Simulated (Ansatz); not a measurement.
One change: `C[SiH2][Si](F)(F)F` becomes `F[Si](F)(F)[SiH](Cl)Cl`.

Ansatz, PBE0-D4/def2-TZVP geometries, multiplicity 1. Each molecule was computed in one conformer, which needn't be the lowest.

```csv
property,`C[SiH2][Si](F)(F)F`
"ideal-gas entropy at 298 K and 1 bar (rigid rotor, harmonic PBE0-D4/def2-TZVP) / J/(mol·K)",389
LUMO energy (PBE/def2-TZVPP) / eV,-1.18
HOMO–LUMO gap (B3LYP/def2-TZVPP) / eV,8.20
HOMO energy (PBE0/def2-TZVPP) / eV,-8.96
size of the dipole moment (ωB97M-V/def2-TZVPP) / D,2.76
HOMO–LUMO gap (PBE/def2-TZVPP) / eV,6.47
```

Problem. Give the same properties after the change, and the shifts. (Estimate.)

Solution. Ansatz gave: 
```
                                                                                  property  `F[Si](F)(F)[SiH](Cl)Cl`  shift
ideal-gas entropy at 298 K and 1 bar (rigid rotor, harmonic PBE0-D4/def2-TZVP) / J/(mol·K)                       417     28
                                                         LUMO energy (PBE/def2-TZVPP) / eV                     -1.92  -0.74
                                                     HOMO–LUMO gap (B3LYP/def2-TZVPP) / eV                      7.53  -0.67
                                                        HOMO energy (PBE0/def2-TZVPP) / eV                     -8.98  -0.02
                                        size of the dipole moment (ωB97M-V/def2-TZVPP) / D                      1.36  -1.40
                                                       HOMO–LUMO gap (PBE/def2-TZVPP) / eV                      5.73  -0.74
```

The zero-point energy changes by -107.8 kJ/mol with -9 modes. Dipoles are sizes alone; their direction can turn. Modes under 60 cm⁻¹, often nearly free rotors, make the harmonic entropy too high.

B3LYP here is the variant with VWN-RPA as its local correlation; programs differ in this.
